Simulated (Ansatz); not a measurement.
## A basis-limit estimate, worked out

The pair of Li⁺ (SMILES [Li+], atom 1) and Si2NH7 (SMILES [SiH3]N[SiH3], atoms 2–11), both closed shells, in one local arrangement (a lower one may exist), relaxed at PBE0-D4/def2-TZVP:

Li1  (0.786, 0.338, -1.985)
Si2  (1.311, 0.461, 0.612)
N3  (-0.217, 0.561, -0.289)
Si4  (-1.410, -0.763, -0.115)
H5  (2.298, 0.184, -0.498)
H6  (1.313, -0.691, 1.536)
H7  (1.628, 1.762, 1.231)
H8  (-0.665, 1.467, -0.170)
H9  (-0.714, -1.937, -0.703)
H10  (-2.588, -0.380, -0.922)
H11  (-1.742, -1.003, 1.305)
(Å)

Both fragments are computed in the basis of the whole pair.

Program: Ansatz 0.2.0. Basis: def2-TZVPPD and def2-QZVPPD. Cores are frozen in the correlated methods. The outer core shell of Li, Na, Mg and K is correlated.

Energies in eV:

| quantity | pair | first fragment | second fragment |
| --- | --- | --- | --- |
| Hartree–Fock, triple zeta (X = 3) | -17517.75901 | -196.91189 | -17319.24787 |
| Hartree–Fock, quadruple zeta (X = 4) | -17518.34699 | -196.91260 | -17319.81817 |
| MP2 correlation, X = 3 | -13.78093 | -0.82075 | -13.01088 |
| MP2 correlation, X = 4 | -14.66606 | -0.82384 | -13.87601 |
| CCSD(T) correlation, X = 3 | -15.71559 | -0.93846 | -14.82290 |

**Question.** Work out the interaction energy at the basis limit: extrapolate Hartree–Fock as E(X) = E∞ + A exp(−7.88 √X) and the MP2 correlation as E(X) = E∞ + B X^−2.97 (the exponents that Neese and Valeev fitted for def2-TZVPP and QZVPP, reused here for the diffuse sets), then add CCSD(T) − MP2 in triple zeta.

**Answer.** Each step is linear, so take the differences first (pair − first fragment − second fragment): Hartree–Fock -1.59925 (X = 3) and -1.61622 (X = 4); MP2 correlation 0.05070 and 0.03379; CCSD(T) correlation 0.04577.
Two points give E∞ = E(4) + w [E(4) − E(3)], with w = 1/(exp(7.88 (2 − √3)) − 1) = 0.1377 for Hartree–Fock and w = 1/((4/3)^2.97 − 1) = 0.7407 for the correlation.
Hartree–Fock: -1.61622 + 0.1377 × (-0.01697) = -1.6186 eV.
MP2 correlation: 0.03379 + 0.7407 × (-0.01691) = 0.0213 eV.
CCSD(T) − MP2: 0.04577 − 0.05070 = -0.0049 eV.
Sum: -1.6186 + 0.0213 + (-0.0049) = -1.6022 eV, or -36.95 kcal/mol. Plain CCSD(T) in triple zeta gives -1.5535 eV, so the larger basis shifts the result by -0.0487 eV.

T1 diagnostic: at most 0.012.

For scale, one of the runs: CCSD(T)/def2-TZVPPD, 274 basis functions, launched by `ansatz run in.yaml --threads 4 --pin off --events-out ev --progress --plain --max-ram 9574MiB`. Time: 29 s of wall clock on 4 CPU threads of an Intel Xeon 6975P-C; the host was shared. Peak host memory: 7.5 GiB.
